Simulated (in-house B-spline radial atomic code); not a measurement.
Checks on a self-consistent run for the manganese ion Mn⁸⁺, [Ne] 3s2 3p5. Method: non-relativistic Hartree-Fock, average of configuration, point nucleus. Calculated with an all-electron radial atomic-structure program (B-spline basis).

```tsv
orbital	q	ε (Eh)	<1/r>	<r²>
1s	2	-247.22348	24.5216	0.00507867
2s	2	-35.84469	5.27138	0.0921582
2p	6	-31.54059	5.18539	0.0746663
3s	2	-9.55174	1.78815	0.703766
3p	5	-8.18144	1.70391	0.735598
```

Electron-electron repulsion V_ee = 313.0251 hartree, kinetic energy T = 1128.4157 hartree.

(1) What total energy follows from the eigenvalues?

(2) What is the virial ratio?

(3) What diamagnetic shielding (Lamb formula) and susceptibility (Langevin formula) do the radii give?

Answers

(1) The eigenvalues count the repulsion twice, so E = Σqε - V_ee = -815.391 - 313.025 = -1128.416 hartree; the run printed -1128.416.

(2) -V/T = (T - E)/T = 2.000000; at the Hartree-Fock limit it is 2.

(3) σ = (α²/3)Σq<1/r> = 102.794/(3·137.036²) = 1824.6 ppm, and χ = -0.79199×10⁻⁶·Σq<r²> = -4.537×10⁻⁶ cm³/mol with Σq<r²> = 5.728 bohr². Both are non-relativistic formulas without the paramagnetism of open shells.
